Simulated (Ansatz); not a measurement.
The cluster Au₄F₃, relaxed as a doublet with UKS PBE-D4/def2-SVP in Ansatz, starting from the GFN2-xTB geometry. Force threshold 0.02 eV/Å.

In the def2 sets Au takes a core potential; there is no spin–orbit coupling. The relaxation made no stability test and no search for a lower SCF solution. No other spin state of charge 0 was run. Another isomer (doublet) lies 0.30 eV lower at PBE0-D4/def2-TZVP; other spin states weren't run for this one.

Start:

```tsv
atom	x (Å)	y (Å)	z (Å)
Au1	-1.1977	0.8955	-0.4727
Au2	2.2194	-0.2864	0.3086
Au3	-0.2094	-1.3496	0.5458
Au4	-2.8133	-1.0423	0.2006
F5	-2.3597	2.3219	-1.1772
F6	1.1801	1.1890	-0.3805
F7	3.1806	-1.7281	0.9754
```

**Question.** Estimate the energy that the relaxation releases and the steps that it takes.

**Answer.** 23.9 kJ/mol, in 7 steps; 14 s on 4 threads of Intel Xeon 6975P-C on a shared host. No frequencies were taken in this run, so the end may be a saddle point.

**Question.** Does the start keep its bonding and symmetry?

**Answer.** By distances, no bond broke or formed. The bond that changes most is Au2–F6, from 1.93 to 2.01 Å (atoms count from 1). Point group Cs at the start, Cs at the end, both within 0.05 Å.

**Question.** Predict the relaxed structure.

**Answer.** 
```
atom    x (Å)    y (Å)    z (Å)
 Au1  -1.1531   0.7304  -0.4008
 Au2   2.0639  -0.1557   0.2386
 Au3  -0.2085  -1.4927   0.6041
 Au4  -2.8394  -1.2034   0.2616
  F5  -1.9313   2.3792  -1.1535
  F6   1.0580   1.4239  -0.5007
  F7   3.0105  -1.6817   0.9507
```
Bond lengths (bridged metal pairs left out): 4 × Au–Au 2.62 to 2.67 Å; 3 × Au–F 1.93 to 2.01 Å.
